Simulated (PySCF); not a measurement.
Species: C7H17NSi.
SMILES with atom numbers: `[CH3:1][C:2]([CH3:3])([CH3:4])[N:5]1[CH2:6][CH2:7][CH2:8][SiH2:9]1`

Probes without a nucleus sit at each ring's centroid and 1 Å off its mean plane on both sides; NICS is minus the shielding there, NICSzz its component along the normal. Level: GIAO PBE0/pcSseg-1 (PySCF, non-relativistic, gas phase) on the GFN2-xTB geometry, one conformer.

Ring bond lengths (Å), with Mayer bond orders in brackets: N5–C6 1.455 (0.92), C6–C7 1.526 (1.04), C7–C8 1.524 (1.03), C8–Si9 1.895 (0.91), Si9–N5 1.713 (0.98).

**Question.** What do the NICS probes read (ppm)?

**Answer.** 
```tsv
ring	type	NICS(0)	NICS(1), two faces	NICS(1)zz, two faces	rms pucker (Å)	centre to ring atoms, mean (Å)
N5–C6–C7–C8–Si9	5-membered ring with N and Si; formal bonds all single	-6.5	-3.0 / -3.7	-1.4 / -1.7	0.17	1.36
```

**Question.** What do they say, and how far can they be read as aromaticity?

**Answer.** 
- N5–C6–C7–C8–Si9: mean NICS(1)zz -1.6 ppm, near zero. C6, C7, C8, Si9 have four or more neighbours; no verdict on aromaticity is drawn.

**Question.** At the second NICS(1) probe listed for ring N5–C6–C7–C8–Si9, 1 Å off the ring, what do the in-plane components average?

**Answer.** The isotropic value is a third of the trace: (3 × -3.7 − (-1.7))/2 = -4.7 ppm.

**Question.** List the ring angles and the Hirshfeld charges of the ring atoms.

**Answer.** 
- N5–C6–C7–C8–Si9: N5 113.4° (-0.168 e), C6 107.9° (-0.025 e), C7 107.4° (-0.070 e), C8 102.6° (-0.164 e), Si9 93.1° (+0.353 e); sum 524.3° against 540° for a flat convex ring.

**Question.** How shielded are the nuclei of the rings and their hydrogens (means over atoms taken as equivalent)?

**Answer.** 
```tsv
atoms	environment	σ isotropic (ppm)
N5	silicon-bound nitrogen	213.1
C6	sp3 carbon bound to nitrogen	136.2
C7	ring CH2 carbon	156.9
C8	sp3 carbon bound to silicon	175.6
Si9	SiH2 silicon	387.0
H on C6 (×2)	methylene hydrogen	28.74
H on C7 (×2)	methylene hydrogen	29.85
H on C8 (×2)	methylene hydrogen	30.77
H on Si9 (×2)	Si–H hydrogen	26.68
```
